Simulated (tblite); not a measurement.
Run record: tight-binding relaxation, `B[C@@H]1C[C@@]12CCC[Se]C2`.

Computed with GFN2-xTB geometry optimisation, gas phase (tblite 0.8.0). Start geometry: from a force field or distance geometry. The input is one job of a driver script: a line of settings, then coordinates in Å.

Command:
```bash
OMP_NUM_THREADS=1 python probes_run.py task.json out
```

Input:
```
{"job": {"kind": "relax", "xc": "GFN2-xTB", "basis": "xTB"}, "charge": 0, "multiplicity": 1}
B     -2.473200    -0.138900     1.479700
C     -1.529600     0.723000     0.517200
C     -1.693000     0.394300    -0.957400
C     -0.406500     0.024700    -0.262600
C      0.813800     0.880000    -0.601500
C      1.885600     0.789300     0.476700
C      2.413600    -0.635300     0.653100
Se     1.042800    -1.800600     1.413000
C     -0.162000    -1.496300    -0.090900
H     -3.658700    -0.033400     1.390200
H     -2.022300    -0.822600     2.322800
H     -1.416800     1.804600     0.715000
H     -2.383800    -0.449700    -1.194500
H     -1.636300     1.286100    -1.627100
H      1.231600     0.546400    -1.577000
H      0.526300     1.950700    -0.720600
H      2.741700     1.449400     0.196200
H      1.483400     1.158500     1.444600
H      2.761800    -1.045100    -0.309000
H      3.279300    -0.624500     1.363500
H     -1.109500    -2.053600     0.080800
H      0.301500    -1.887600    -1.015200
```

Output:
```
step      E/eV     max force
  0    -707.10482    1.271
  1    -707.23424    0.853
  2    -707.32781    0.508
  3    -707.34996    0.409
  4    -707.36945    0.257
  5    -707.37935    0.280
  6    -707.39008    0.176
  7    -707.39516    0.147
  8    -707.39851    0.116
  9    -707.40027    0.112
... (93 lines left out)
103    -707.60278    0.022
104    -707.60292    0.027
105    -707.60307    0.026
106    -707.60320    0.028
107    -707.60330    0.024
108    -707.60337    0.020
109    -707.60345    0.016
110    -707.60352    0.014
111    -707.60357    0.013
112    -707.60359    0.008
```

«max force» is the largest atomic force in eV/Å.

Problem. From which step on does the largest force stay under 0.1 eV/Å, and how much energy is left to gain from there?

Solution. From step 73 (0.063 eV/Å), 9.8 meV above the end.

Summary of the converged run: energy lowered by 11.5 kcal/mol over 112 steps; largest atomic force 0.008 eV/Å at the end.

Problem. Give the final coordinates.

Solution. 0.493 Å rms from the input after alignment:
```
atom  x, y, z in Å
B1    -2.2806   -0.1000    1.5661
C2    -1.5142    0.6453    0.4599
C3    -1.7333    0.3496   -1.0180
C4    -0.4374   -0.0284   -0.3985
C5     0.7956    0.8024   -0.6941
C6     1.7482    0.8462    0.5030
C7     2.3471   -0.5128    0.8186
Se8    0.9657   -1.7968    1.3919
C9    -0.1411   -1.4894   -0.2087
H10   -2.4565    0.4235    2.5970
H11   -2.7090   -1.1742    1.3889
H12   -1.2753    1.6879    0.6516
H13   -2.4269   -0.4385   -1.2701
H14   -1.7613    1.1896   -1.6971
H15    1.3190    0.3792   -1.5579
H16    0.4987    1.8213   -0.9511
H17    2.5620    1.5448    0.2888
H18    1.2085    1.2169    1.3782
H19    2.8447   -0.9398   -0.0555
H20    3.0632   -0.4488    1.6386
H21   -1.0470   -2.0761   -0.0724
H22    0.4195   -1.8824   -1.0622
```

Problem. How long does this job take on one thread, Arm Neoverse V1 (aarch64), shared host?

Solution. About 1.0 s.
Labels such as C1 count atoms from 1, the log's own numbers from 0.
